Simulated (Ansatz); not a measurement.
Basis sets compared for BiMe2(OEt) (C₄H₁₁BiO). Total charge 0; singlet. Geometry PBE-D4/def2-SVP. Ansatz on 4 threads of Intel Xeon Platinum 8259CL on a shared host; times are rough, and most runs start from earlier orbitals.

| atom | x (Å) | y (Å) | z (Å) |
| --- | --- | --- | --- |
| Bi1 | -0.3200 | -0.3344 | -1.6585 |
| C2 | -1.5911 | -2.0191 | -0.7716 |
| C3 | -1.9818 | 1.2052 | -1.3235 |
| C4 | 1.8674 | 0.3206 | 0.4255 |
| C5 | 2.1681 | 0.5926 | 1.8953 |
| O6 | 0.4827 | 0.0880 | 0.2951 |
| H7 | -2.6258 | -1.9739 | -1.1621 |
| H8 | -1.5767 | -1.8277 | 0.3186 |
| H9 | -1.1398 | -3.0052 | -0.9904 |
| H10 | -1.7425 | 2.1539 | -1.8400 |
| H11 | -2.0005 | 1.3634 | -0.2281 |
| H12 | -2.9533 | 0.8097 | -1.6770 |
| H13 | 2.4842 | -0.5524 | 0.0840 |
| H14 | 2.2163 | 1.1955 | -0.1845 |
| H15 | 3.2498 | 0.7821 | 2.0549 |
| H16 | 1.5980 | 1.4764 | 2.2464 |
| H17 | 1.8650 | -0.2747 | 2.5159 |

In the def2 sets Bi takes a core potential; there is no spin–orbit coupling.

Binding counts from free atoms (Bi quartet, C triplet, O triplet, H doublet) in the same basis, without a counterpoise term.

```
           level  functions  energy (Eh)  HOMO (eV)  LUMO (eV)  binding per atom (eV)  wall time
 PBE-D4/def2-SVP        151    -448.4411      -5.13      -1.50                   3.85      1.9 s
PBE0-D4/def2-SVP        151    -448.4418      -6.66      -0.74                   3.77      3.1 s
```

**Question.** Estimate the rows for PBE-D4/def2-TZVP (with forces), PBE0-D4/def2-TZVP.

**Answer.** 
```csv
level,functions,energy (Eh),HOMO (eV),LUMO (eV),binding per atom (eV),wall time
PBE-D4/def2-TZVP (with forces),271,-448.7254,-5.40,-1.71,3.84,3.8 s
PBE0-D4/def2-TZVP,271,-448.7185,-6.85,-0.95,3.76,4.6 s
```
